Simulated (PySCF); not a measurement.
**Radial density of O⁺ (oxygen, charge +1)**

UHF, [He] 2s2 2p2 3s1, high-spin 4P determinant (an excited configuration). Calculation: PySCF 2.14, in dyall-acv3z; no relativity, point nucleus.

| r (bohr) | 4πr²ρ (e/bohr) | 4πr²(ρα − ρβ) |
| --- | --- | --- |
| 0.00267 | 0.02703 | 0.0001 |
| 0.00448 | 0.07432 | 0.0003 |
| 0.00754 | 0.2002 | 0.0007 |
| 0.0127 | 0.5219 | 0.0019 |
| 0.0213 | 1.286 | 0.0048 |
| 0.0359 | 2.886 | 0.0112 |
| 0.0604 | 5.542 | 0.0245 |
| 0.102 | 8.205 | 0.0562 |
| 0.171 | 7.937 | 0.1689 |
| 0.287 | 4.225 | 0.5844 |
| 0.483 | 2.901 | 1.5160 |
| 0.813 | 4.014 | 1.9782 |
| 1.37 | 1.941 | 0.8656 |
| 2.30 | 0.4301 | 0.3321 |
| 3.87 | 0.2906 | 0.2900 |
| 6.51 | 0.02217 | 0.0222 |

The outer electron is Rydberg-like, and this basis confines it to a smaller radius and binds it less than a complete one would.
